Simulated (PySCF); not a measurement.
# Correlation energy of F- (fluorine, charge -1)

[Ne], closed-shell 1S. Computed with PySCF 2.14 in dyall-acv3z, with scalar relativity by spin-free X2C-1e. Frozen: 1s2; 8 electrons correlated; the 19 highest virtual orbitals of each spin left out.

```tsv
level	correlation energy (mhartree)
CCSD	-295.53
(T)	-10.73
CCSD(T)	-306.26
```

Diagnostics: T1 = 0.021, D1 = 0.0346, largest double amplitude 0.033.

Cost of the coupled-cluster step: roughly 1 core-seconds, for 8 correlated electrons.

Iterations:

```
CC2 = 0
CCSD nocc = 4, nmo = 56
frozen orbitals [0, 57, 58, 59, 60, 61, 62, 63, 64, 65, 66, 67, 68, 69, 70, 71, 72, 73, 74, 75]
max_cycle = 100
direct = 0
conv_tol = 1e-08
conv_tol_normt = 1e-06
diis_space = 8
diis_start_cycle = 0
Init t2, MP2 energy = -99.848624860624  E_corr(MP2) -0.302586235389582
Init E_corr(CCSD) = -0.302586235391871
cycle = 1  E_corr(CCSD) = -0.286492428740948  dE = 0.0160938067  norm(t1,t2) = 0.0635701
cycle = 2  E_corr(CCSD) = -0.296869289284627  dE = -0.0103768605  norm(t1,t2) = 0.0304177
cycle = 3  E_corr(CCSD) = -0.295227805030939  dE = 0.00164148425  norm(t1,t2) = 0.0256551
cycle = 4  E_corr(CCSD) = -0.295321527905746  dE = -9.37228748e-05  norm(t1,t2) = 0.00542713
cycle = 5  E_corr(CCSD) = -0.295574826671836  dE = -0.000253298766  norm(t1,t2) = 0.00169705
cycle = 6  E_corr(CCSD) = -0.295574605901756  dE = 2.2077008e-07  norm(t1,t2) = 0.000460191
cycle = 7  E_corr(CCSD) = -0.295537154821491  dE = 3.74510803e-05  norm(t1,t2) = 0.000120513
cycle = 8  E_corr(CCSD) = -0.295532837569842  dE = 4.31725165e-06  norm(t1,t2) = 3.93428e-05
cycle = 9  E_corr(CCSD) = -0.295534831360421  dE = -1.99379058e-06  norm(t1,t2) = 7.98595e-06
cycle = 10  E_corr(CCSD) = -0.295534765687317  dE = 6.56731047e-08  norm(t1,t2) = 1.32505e-06
cycle = 11  E_corr(CCSD) = -0.295534703720039  dE = 6.19672773e-08  norm(t1,t2) = 2.5759e-07
cycle = 12  E_corr(CCSD) = -0.29553469115531  dE = 1.25647297e-08  norm(t1,t2) = 8.66229e-08
cycle = 13  E_corr(CCSD) = -0.295534691262  dE = -1.06689879e-10  norm(t1,t2) = 9.19301e-09
CCSD converged
E(CCSD) = -99.84157331649638  E_corr = -0.2955346912619996
CCSD(T) correction = -0.010732405379421
```
